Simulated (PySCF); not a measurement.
```xyz
3
charge 0 multiplicity 1, angstrom
Be    0.0000    0.0000    0.0000
H     0.0000    0.0000    1.3302
H     0.0000    0.0000   -1.3302
```

Method: PySCF, B3LYP, basis Be def2-TZVP, H def2-TZVP (no relativity, density fitting).

This geometry of BeH2 is a stationary point at this level.

What is the point group?

D∞h.

Is it a minimum?

Yes: all harmonic wavenumbers are real.

Which band is strongest in the infrared?

725 cm⁻¹ (πu), 629 km/mol.

Give the atomic charges and bond orders.


```json
{"atom": "Be1", "Mulliken": "0.09", "Löwdin": "0.21", "polar tensor": "0.70", "Mayer order to Be1": "–"}
{"atom": "H2,3", "Mulliken": "-0.05", "Löwdin": "-0.10", "polar tensor": "-0.35", "Mayer order to Be1": "0.99"}
```
